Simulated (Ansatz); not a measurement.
Geometry optimisation, UKS BHLYP-D4/def2-SVP (Ansatz).

Input:

```yaml
crystal:
  periodic: [false, false, false]
  atoms:
    - { symbol: Zn, position_ang: [0.218216, -0.945014, 0.272412] }
    - { symbol: Br, position_ang: [-0.450133, 2.3436, -1.324381] }
    - { symbol: O, position_ang: [-0.369358, -1.272327, 1.897131] }
    - { symbol: H, position_ang: [0.252529, 1.205706, -1.937077] }
    - { symbol: F, position_ang: [0.84046, -0.81027, -1.381143] }
    - { symbol: H, position_ang: [-0.491614, -0.521695, 2.472958] }
magnetization:
  spin_polarized: true
basis:
  gaussian: { orbitals: def2-SVP }
hamiltonian:
  xc: { name: BHLYP }
  dispersion: d4
relax:
  f_tol: 0.03
  max_steps: 50
```

Run as:

```bash
$ ansatz run input.yaml --threads 4 --pin off --max-ram 5120MiB --backend cpu --events-out ev --progress --plain --runs-dir out
```

Task: Where does it end, and by what steps?

Result: The run converged. After 8 steps the energy has fallen by 0.169 eV; Br2 moved furthest, 0.51 Å.

```json
{"step": "0", "energy less start (eV)": "0.0000", "largest force component (eV/Å)": "1.001", "accepted": "yes"}
{"step": "1", "energy less start (eV)": "-0.1104", "largest force component (eV/Å)": "0.206", "accepted": "yes"}
{"step": "2", "energy less start (eV)": "-0.1438", "largest force component (eV/Å)": "0.284", "accepted": "yes"}
{"step": "3", "energy less start (eV)": "-0.1517", "largest force component (eV/Å)": "0.340", "accepted": "yes"}
{"step": "4", "energy less start (eV)": "-0.1532", "largest force component (eV/Å)": "0.825", "accepted": "yes"}
{"step": "5", "energy less start (eV)": "-0.1656", "largest force component (eV/Å)": "0.207", "accepted": "yes"}
{"step": "6", "energy less start (eV)": "-0.1672", "largest force component (eV/Å)": "0.110", "accepted": "yes"}
{"step": "7", "energy less start (eV)": "-0.1685", "largest force component (eV/Å)": "0.066", "accepted": "yes"}
{"step": "8", "energy less start (eV)": "-0.1687", "largest force component (eV/Å)": "0.006", "accepted": "yes"}
```

```xyz
6
Properties=species:S:1:pos:R:3
Zn 0.199 -0.682 0.139
Br -0.373 1.981 -0.979
O -0.222 -1.105 1.799
H 0.269 0.902 -1.719
F 0.777 -0.672 -1.550
H -0.651 -0.424 2.310
```

Whether the end is a true minimum wasn't checked by a vibrational analysis.

Time of the run: 15 s on 4 threads of Intel(R) Xeon(R) 6975P-C (Granite Rapids) (shared host), peak memory 0.39 GiB.
